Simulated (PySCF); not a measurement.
Ga(Br)2(OH) (Br2GaHO), SMILES [OH][Ga]([Br])[Br]. Heavy atoms are numbered as in [Ga:1]([Br:2])([Br:3])[OH:4]. Hydrogens are named by the atom that carries them.

The structure is a stationary point at PBE0-D3(BJ)/def2-SVP. The structure was generated by enumeration; whether it is a known compound was not checked. The values are those of a single conformer.

All values below come from PySCF with HF/pcSseg-1.

GIAO shieldings, no solvent; atoms alike by connectivity are averaged. δ = σ(ref) − σ: ¹⁷O against H2O (σ = 333.0 ppm); ¹H against TMS (σ = 31.99 ppm), references at their B3LYP-D3(BJ)/def2-TZVP geometries, non-relativistic (without spin–orbit terms, shifts of atoms bonded to Cl or Br come out too high).

```tsv
nucleus	atoms	count	δ (ppm)
¹⁷O	O4 (OH)	1	49.8
¹H	H on O4	1	2.56
```
